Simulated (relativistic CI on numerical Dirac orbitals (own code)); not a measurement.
# Ti³⁺ (3d) in a crystal field

Calculated by Dirac-Coulomb-Breit CI, orbitals from a KLI potential per configuration, model QED (radiative potential, 1s self-energy scaled to tabulated hydrogen-like ionisation energies), valence Slater integrals scaled by 0.65, one configuration in a parametric crystal field (own radial code).

Field parameters in Wybourne normalisation: D3d B²₀ = −7Dσ, B⁴₀ = −14Dq − 21Dτ, B⁴₃ = −14√(10/7) Dq; D4h B²₀ = −7Ds, B⁴₀ = 21(Dq − Dt), B⁴₄ = 21√(5/14) Dq; Oh B⁴₀ = 21Dq, B⁴₄ = √(5/14) B⁴₀; Td as Oh with Dq negative (B⁴₀ = 21Dq, B⁴₄ = √(5/14) B⁴₀). The field is a parameter set, without covalency.

S is read from ⟨S²⟩ = S(S + 1).

Powder χT (cm³ K mol⁻¹) by Van Vleck's formula, with temperature-independent terms:

| Field | 2 K | 5 K | 10 K | 20 K | 50 K | 100 K | 200 K | 300 K |
| --- | --- | --- | --- | --- | --- | --- | --- | --- |
| D3d, 10Dq = 13150, Dσ = -670, Dτ = -110 cm⁻¹ | 0.00754 | 0.0141 | 0.025 | 0.0468 | 0.116 | 0.235 | 0.373 | 0.437 |
| D4h, 10Dq = 9350, Ds = 520, Dt = 80 cm⁻¹ | 0.00541 | 0.0125 | 0.0244 | 0.0483 | 0.126 | 0.247 | 0.375 | 0.439 |
| D4h, 10Dq = 10750, Ds = 1680, Dt = -190 cm⁻¹ | 0.00518 | 0.0124 | 0.0245 | 0.0486 | 0.126 | 0.246 | 0.367 | 0.421 |
| D4h, 10Dq = 12700, Ds = 2080, Dt = 1050 cm⁻¹ | 0.174 | 0.175 | 0.176 | 0.179 | 0.188 | 0.231 | 0.41 | 0.563 |
| D4h, 10Dq = 21500, Ds = 1800, Dt = 830 cm⁻¹ | 0.00516 | 0.0124 | 0.0245 | 0.0487 | 0.127 | 0.248 | 0.374 | 0.435 |
| Oh, 10Dq = 27150 cm⁻¹ | 0.00506 | 0.0125 | 0.025 | 0.0499 | 0.125 | 0.24 | 0.388 | 0.462 |
| Td, 10Dq = -4400 cm⁻¹ | 0.33 | 0.331 | 0.332 | 0.335 | 0.342 | 0.354 | 0.377 | 0.401 |
| Td, 10Dq = -7200 cm⁻¹ | 0.348 | 0.348 | 0.349 | 0.35 | 0.355 | 0.362 | 0.376 | 0.391 |

For D4h, 10Dq = 9350, Ds = 520, Dt = 80 cm⁻¹: what effective moment follows at 300 K?

μ_eff = √(8χT) = 1.87 μB. The ground level has S = 0.50; the spin-only moment for S = 1/2 is 1.73 μB. The difference comes from the orbital moment, spin-orbit mixing of terms and temperature-independent paramagnetism, all larger in this ionic model than in covalent complexes.
